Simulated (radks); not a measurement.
Rh22+, 23 electrons, occupied as [Ar] 3d5. All-electron calculation, scalar-relativistic Kohn-Sham, PBE, spin-polarised, spherical densities, finite nucleus; open shells are filled with parallel spins first (spin-orbit coupling, left out, can overturn this in heavy ions); Fermi nuclear charge, rms radius 4.4945 fm. Program: a radial shooting solver on a logarithmic mesh with Libxc functionals.

Unscreened Slater integrals over Kohn-Sham orbitals (cm^-1). They are taken over the spin-up orbitals. Empty in this configuration: 4s.

integral,value
"F0(3d,3d)",601830
"F2(3d,3d)",306190
"F4(3d,3d)",196870
"F0(3d,3p)",565700
"F2(3d,3p)",274160
"G1(3d,3p)",304630
"G3(3d,3p)",199760
"F0(3d,3s)",559850
"G2(3d,3s)",230460
"F0(3d,2p)",774070
"F2(3d,2p)",215980
"G1(3d,2p)",192760
"G3(3d,2p)",110720
"F0(3d,4s)",330010
"G2(3d,4s)",31290
"F0(3p,3p)",544110
"F2(3p,3p)",274690
"F0(3p,3s)",538670
"G1(3p,3s)",352830
"F0(3p,2p)",725180
"F2(3p,2p)",172510
"G0(3p,2p)",68238
"G2(3p,2p)",74116
"F0(3p,4s)",324870
"G1(3p,4s)",32786
"F0(3s,3s)",534470
"F0(3s,2p)",703600
"G1(3s,2p)",67700
"F0(3s,4s)",323720
"G0(3s,4s)",24723
"F0(2p,2p)",1623100
"F2(2p,2p)",769550
"F0(2p,4s)",369970
"G1(2p,4s)",18371
"F0(4s,4s)",262880

Derived for the open shells (J is the average intra-shell exchange parameter used in DFT+U). 3d: Racah B = F2/49 - 5 F4/441 = 4017 cm^-1, C = 35 F4/441 = 15620 cm^-1, C/B = 3.89, F4/F2 = 0.643, J = (F2 + F4)/14 = 35930 cm^-1.
